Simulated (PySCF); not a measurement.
Compound: C5H7N2 (doublet state).
Geometry (GFN2-xTB, Å), atoms numbered from 1 in this order:
```
atom  x, y, z in Å
C1    -0.5326    2.4804    0.4864
N2    -0.8517    1.2976    0.3076
N3    -0.0458    0.2184    0.2781
C4     1.3191    0.3596    0.4865
C5     2.2181   -0.6017    0.6521
C6    -0.6663   -0.9957    0.0246
C7    -1.9790   -1.1586   -0.0831
H8    -1.2614    3.2675    0.4971
H9     1.6040    1.4047    0.5190
H10    3.2506   -0.3447    0.7997
H11    1.9846   -1.6509    0.6509
H12    0.0198   -1.8177   -0.0983
H13   -2.6624   -0.3371    0.0393
H14   -2.3977   -2.1223   -0.3020
```

The hyperfine couplings belong to this conformer and change with its torsions.

Identity: `[H]/[C]=N/N(C=C)C=C` [radical].

Computed with UKS B3LYP, pcH-1 on C H N, non-relativistic, mean-field spin-orbit, GIAO in PySCF 2.14.0. One conformer (not necessarily the lowest) at the GFN2-xTB geometry, without solvent, vibrations or thermal averaging. The geometry wasn't refined by DFT: couplings that depend on bond lengths, twists or pyramidal angles can differ widely from those at the functional's own minimum. The SCF solution wasn't tested for stability.

Question: What is the g tensor, term by term?

Answer: 
```tsv
Δg (ppm)	1	2	3
relativistic mass correction	-177	-177	-177
gauge correction	24	25	15
orbital Zeeman/spin–orbit	-2856	-137	1245
total	-3009	-288	1082
```

So g = 1.99931, 2.00203, 2.00340 and g_iso = 2.00158; the tensor is rhombic: the two nearest values differ by 34 % of g3 − g1. 

Question: What effective moment and Curie constant follow for a powder?

Answer: With the mean of g² = 4.0063 and S(S+1) = 0.75: μ_eff = √(⟨g²⟩S(S+1)) = 1.733 μB and χT = 0.12505·⟨g²⟩·S(S+1) = 0.376 cm³ K/mol (cgs; spin-Hamiltonian part alone).

Question: What are the electron Larmor frequencies g μB B/h along the three axes at 340 mT?

Answer: 9.5142, 9.5271, 9.5336 GHz for g1, g2 and g3, a range of 19.5 MHz.

Question: In a frozen sample, at which fields do the three g values resonate at 9.5, 34, 94 and 263 GHz (hyperfine left aside), and which band first spreads them over more than twice a line width of 0.5 mT?

Answer: 
```json
{"band": "X", "GHz": "9.5", "B(g3) mT": "338.80", "B(g2) mT": "339.03", "B(g1) mT": "339.49", "spread mT": "0.69"}
{"band": "Q", "GHz": "34.0", "B(g3) mT": "1212.55", "B(g2) mT": "1213.38", "B(g1) mT": "1215.03", "spread mT": "2.48"}
{"band": "W", "GHz": "94.0", "B(g3) mT": "3352.34", "B(g2) mT": "3354.64", "B(g1) mT": "3359.20", "spread mT": "6.86"}
{"band": "J", "GHz": "263.0", "B(g3) mT": "9379.42", "B(g2) mT": "9385.85", "B(g1) mT": "9398.62", "spread mT": "19.19"}
```

The spread grows in proportion to the frequency. Q band is the first where it exceeds 1.0 mT.

Largest spin populations (Mulliken): C1 (+0.76) and N2 (+0.15).

The HOMO–LUMO gaps are 4.95 eV among the α and 3.10 eV among the β orbitals.

On an Intel Xeon at 2.70 GHz with one thread, shared host with 64 logical CPUs at a one-minute load of 57, this took 73 s (with the writing of density and orbital grids) and 0.88 GiB of memory at its peak.
